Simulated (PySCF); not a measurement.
phosphorus nitride (NP), SMILES N#P.

Geometry optimised at B3LYP-D3(BJ)/def2-TZVPD.

Two levels are set side by side: TDDFT-PBE/def2-TZVPD (PySCF) and ADC(3)/aug-cc-pVDZ (PySCF). Vertical, same geometry; the bases differ. Differences are taken from unrounded values.

| quantity | ADC(3) |
|---|---|
| lowest singlet excitation (eV) | 4.92 |

Q: What does TDDFT-PBE give, and how far is it from ADC(3)? (An estimate is asked for; the answer gives what the named calculation found.)

A: 
| quantity | TDDFT-PBE | TDDFT-PBE minus ADC(3) |
|---|---|---|
| lowest singlet excitation (eV) | 4.89 | -0.03 |

Here PBE gives about what the other level gives.

Rough cost on one machine, each run with all the roots and properties that it gave: ADC(3) against TDDFT-PBE about 20 times.
